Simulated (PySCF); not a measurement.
How the method moves the HOMO and LUMO of `NBO[SiH3]`

Species: BH6NOSi.
SMILES with atom numbers: `[NH2:1][BH:2][O:3][SiH3:4]` (hydrogens: H5, H6 on N1; H7 on B2; H8, H9, H10 on Si4)

Cartesian coordinates in Å at the PBE0-D3(BJ)/def2-SVP level; atoms count from 1:
```
atom  x, y, z in Å
N1    -1.7910   -0.0255   -0.1443
B2    -0.8282   -1.0227    0.0632
O3     0.4841   -0.7453    0.3482
Si4    1.4873    0.5616    0.5342
H5    -2.7547   -0.2519   -0.3437
H6    -1.6045    0.9675   -0.0911
H7    -1.1605   -2.1856   -0.0104
H8     2.3425    0.7150   -0.6781
H9     2.3482    0.3376    1.7287
H10    0.7029    1.8236    0.7309
```

Basis pcSseg-2 throughout (PySCF), one geometry. The structure is a single PBE0-D3(BJ)/def2-SVP conformer in the gas phase; no vibrational or solvent corrections.

Task: How do the orbital energies, the gap and the dipole change with the method?

Result: 
```json
{"method": "BLYP", "kind": "GGA", "HOMO (eV)": "-6.53", "LUMO (eV)": "-0.60", "gap (eV)": "5.93", "μ (D)": "1.98", "SCF cycles": "15"}
{"method": "OPBE", "kind": "GGA", "HOMO (eV)": "-6.60", "LUMO (eV)": "-0.47", "gap (eV)": "6.13", "μ (D)": "1.98", "SCF cycles": "16"}
{"method": "B97-D", "kind": "GGA", "HOMO (eV)": "-6.63", "LUMO (eV)": "-0.53", "gap (eV)": "6.11", "μ (D)": "1.96", "SCF cycles": "14"}
{"method": "PBE", "kind": "GGA", "HOMO (eV)": "-6.65", "LUMO (eV)": "-0.70", "gap (eV)": "5.95", "μ (D)": "1.99", "SCF cycles": "15"}
{"method": "KT3", "kind": "GGA", "HOMO (eV)": "-6.70", "LUMO (eV)": "-0.73", "gap (eV)": "5.98", "μ (D)": "1.92", "SCF cycles": "15"}
{"method": "KT2", "kind": "GGA", "HOMO (eV)": "-6.70", "LUMO (eV)": "-0.80", "gap (eV)": "5.90", "μ (D)": "1.93", "SCF cycles": "15"}
{"method": "BP86", "kind": "GGA", "HOMO (eV)": "-6.76", "LUMO (eV)": "-0.68", "gap (eV)": "6.07", "μ (D)": "1.99", "SCF cycles": "15"}
{"method": "LDA", "kind": "LDA", "HOMO (eV)": "-6.82", "LUMO (eV)": "-0.93", "gap (eV)": "5.89", "μ (D)": "2.05", "SCF cycles": "15"}
{"method": "B97-2", "kind": "global hybrid", "HOMO (eV)": "-7.78", "LUMO (eV)": "0.16", "gap (eV)": "7.94", "μ (D)": "1.97", "SCF cycles": "13"}
{"method": "B3LYP", "kind": "global hybrid", "HOMO (eV)": "-7.81", "LUMO (eV)": "-0.12", "gap (eV)": "7.70", "μ (D)": "1.98", "SCF cycles": "13"}
{"method": "PBE0", "kind": "global hybrid", "HOMO (eV)": "-8.06", "LUMO (eV)": "0.12", "gap (eV)": "8.18", "μ (D)": "1.99", "SCF cycles": "14"}
{"method": "mPW1PW91", "kind": "global hybrid", "HOMO (eV)": "-8.09", "LUMO (eV)": "0.13", "gap (eV)": "8.21", "μ (D)": "1.99", "SCF cycles": "14"}
{"method": "BHandHLYP", "kind": "global hybrid", "HOMO (eV)": "-9.39", "LUMO (eV)": "0.84", "gap (eV)": "10.23", "μ (D)": "1.97", "SCF cycles": "12"}
{"method": "CAM-B3LYP", "kind": "range-separated hybrid", "HOMO (eV)": "-9.50", "LUMO (eV)": "0.97", "gap (eV)": "10.46", "μ (D)": "2.00", "SCF cycles": "12"}
{"method": "wB97X-D", "kind": "range-separated hybrid", "HOMO (eV)": "-9.97", "LUMO (eV)": "1.84", "gap (eV)": "11.82", "μ (D)": "2.00", "SCF cycles": "12"}
{"method": "LC-wPBE", "kind": "range-separated hybrid", "HOMO (eV)": "-10.90", "LUMO (eV)": "2.13", "gap (eV)": "13.03", "μ (D)": "2.01", "SCF cycles": "14"}
{"method": "HF", "kind": "Hartree–Fock", "HOMO (eV)": "-11.54", "LUMO (eV)": "2.68", "gap (eV)": "14.22", "μ (D)": "1.94", "SCF cycles": "10"}
```

The HOMO spans 5.01 eV, from BLYP down to HF, and the gap runs from 5.89 eV (LDA) to 14.22 eV (HF). Over the methods BLYP (0 %), OPBE (0 %), B97-D (0 %), PBE (0 %), KT3 (0 %), KT2 (0 %), BP86 (0 %), LDA (0 %), B97-2 (21 %), B3LYP (20 %), PBE0 (25 %), mPW1PW91 (25 %), BHandHLYP (50 %), HF (100 %), a straight line through the gap against the share of exact exchange rises by 0.83 eV for each 10 % (correlation coefficient 0.999). The dipole ranges from 1.92 D (KT3) to 2.05 D (LDA). This basis has no diffuse functions.
